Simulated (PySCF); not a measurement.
NMR data simulated for an unnamed compound:

$^{1}$H NMR (400 MHz, computed): δ 5.12 (t, 2H), 3.62 (s, 9H), 0.69 (br s, 1H), -0.03 (t, 2H).

$^{13}$C{$^{1}$H} NMR (computed): δ 1.0 (CH2).

PySCF 2.14 calculation with shieldings: GIAO PBE0/pcSseg-1 and coordinates at the GFN2-xTB level; in vacuum, equivalent nuclei averaged, one conformer, relativity neglected.

Shifts are taken against calculated references (same method and geometry level): $^{1}$H (σref 31.72) and $^{13}$C (σref 186.93) against TMS.

**Question.** Which of these does the molecule contain: a three-membered ring, an amide, a Si–H bond, a non-aromatic C=C double bond, an OH group?

**Answer.** 
- A three-membered ring: no.
- An amide: no.
- A Si–H bond: yes (δH 5.12 (t)).
- A non-aromatic C=C double bond: no.
- An OH group: yes (δH 0.69 (br s)).

The data belong to SMILES [SiH3][Si](C[SiH2]O)([SiH3])[SiH3], CH$_{14}$OSi$_{5}$; they needn't prove each group on their own.

Carbon signals by region: 1 below 50 ppm.

The OH or NH signal is concentration- and solvent-dependent in practice; the value given is the gas-phase one. Shifts are as computed. Against solution values, carbons near 30 ppm lie about +3 ppm off and those near 130 ppm about +5 ppm. Of 1211 compounds with measured shifts, 218 miss one by over three times the rms of a fit or turn the order of signals round; such compounds aren't used in these exercises. No couplings were computed; multiplicities are counted from neighbouring protons, with m where these are inequivalent, close in shift, in a saturated or five-membered ring or joined by F or P, and br s for small geminal =CH2 splittings.
